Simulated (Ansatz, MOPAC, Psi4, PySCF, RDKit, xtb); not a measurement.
Dimer: SiH4 (SMILES [SiH4]) (first 5 atoms) with C2H6O (SMILES CCO); geometry from B3LYP-D3(BJ)/def2-TZVP, rigid monomers moved along the line of their centres of mass till Si1···O8 is 3.50 Å.
(charge 0, multiplicity 1):
| atom | x (Å) | y (Å) | z (Å) |
|---|---|---|---|
| Si | -0.0535 | -0.0674 | -0.0831 |
| H | -1.2349 | 0.1941 | 0.7671 |
| H | -0.3987 | 0.3154 | -1.4767 |
| H | 0.3081 | -1.4990 | -0.0665 |
| H | 1.0879 | 0.7688 | 0.3487 |
| C | 0.1338 | 1.3196 | 4.3472 |
| C | -0.2382 | -0.1466 | 4.2180 |
| O | 0.5714 | -0.8406 | 3.2693 |
| H | -0.5293 | 1.8233 | 5.0543 |
| H | 0.0593 | 1.8228 | 3.3826 |
| H | 1.1576 | 1.4332 | 4.7147 |
| H | -0.1871 | -0.6436 | 5.1942 |
| H | -1.2594 | -0.2509 | 3.8502 |
| H | 1.4966 | -0.7342 | 3.5166 |

| level | interaction energy (kJ/mol) | cost |
|---|---|---|
| MMFF94 | -4.3 | - |
| UFF | -5.3 | - |
| GFN-FF | -3.7 | - |
| AM1 | 3.1 | - |
| PM3 | 4.6 | - |
| PM6 | -5.6 | - |
| PM7 | -5.1 | - |
| GFN1-xTB | -16.9 | - |
| GFN2-xTB | -6.6 | - |
| HF/STO-3G (no counterpoise) | -2.2 | - |
| HF/3-21G (no counterpoise) | -19.4 | - |
| HF/6-31G* | -2.7 | - |
| HF/6-31G* (no counterpoise) | -7.1 | - |
| HF/aug-cc-pV(D+d)Z | -2.6 | - |
| PBE/def2-TZVPPD | -4.8 | ×1 |
| PBE-D3(BJ)/def2-TZVPPD | -9.0 | ×1 |
| PBE-D4/def2-TZVPPD | -9.3 | ×1 |
| BP86/6-31G* (no counterpoise) | -6.6 | - |
| r2SCAN/def2-TZVPPD | -6.5 | ×2 |
| r2SCAN-D3(BJ)/def2-TZVPPD | -8.7 | ×2 |
| r2SCAN-D4/def2-TZVPPD | -8.5 | ×2 |
| B3LYP/3-21G (no counterpoise) | -24.0 | - |
| B3LYP/6-31G* | -1.6 | - |
| B3LYP/6-31G* (no counterpoise) | -9.1 | - |
| B3LYP/6-311+G** (no counterpoise) | -2.7 | - |
| B3LYP/def2-TZVPPD | -2.2 | ×1 |
| B3LYP-D3(BJ)/def2-TZVPPD | -8.7 | ×1 |
| B3LYP-D4/def2-TZVPPD | -8.9 | ×1 |
| PBE0/def2-TZVPPD | -4.6 | ×1 |
| PBE0-D3(BJ)/def2-TZVPPD | -9.0 | ×1 |
| PBE0-D4/def2-TZVPPD | -9.0 | ×1 |
| M06-2X/6-31G* (no counterpoise) | -13.5 | - |
| wB97X-V/def2-TZVPPD | -9.0 | ×3 |
| wB97M-V/def2-TZVPPD | -8.8 | ×3 |
| MP2/6-31G* | -4.4 | - |
| MP2/6-31G* (no counterpoise) | -12.5 | - |
| MP2/aug-cc-pV(D+d)Z | -7.8 | ×0.9 |
| SCS-MP2/aug-cc-pV(D+d)Z | -6.6 | - |
| SAPT0/jun-cc-pV(D+d)Z | -7.6 | - |

The rows run from -24.0 (B3LYP/3-21G (no counterpoise)) to 4.6 kJ/mol (PM3). The dispersion term adds -4.3 in PBE-D3(BJ), -4.6 in PBE-D4, -2.2 in r2SCAN-D3(BJ). The 6 functionals in def2-TZVPPD without D3 or D4 span 6.8, from wB97X-V to B3LYP.

Interaction energies are E(AB) − E(A) − E(B) at the monomers' geometry in the complex; basis-set methods are counterpoise corrected. Rows marked so take none. RDKit's UFF carries no charges.

Cores are frozen in the correlated methods. Rows in 3-21G, 6-311+G**, 6-31G*, STO-3G carry no dispersion term and start afresh at each structure (6-31G* with six Cartesian d functions). MP2/6-31G* freezes PySCF's default core. The state reached by AM1, PM3, PM6, PM7 isn't checked; PM7 holds dispersion and hydrogen-bond terms.

Run with Ansatz (Gaussian basis) for Hartree–Fock, density functionals and correlated methods; MOPAC for AM1, PM3, PM6, PM7 (differences of heats of formation); Psi4 for SAPT; PySCF for 3-21G rows, 6-311+G** rows, 6-31G* rows, STO-3G rows, the dispersion terms; RDKit for the force fields; xtb for the GFN methods. 

Costs are rough ratios of core time to PBE/def2-TZVPPD (about 27 s over the structures, on one shared machine); a dash marks a level with no comparable run of its own.

Ansatz is a first-principles code.
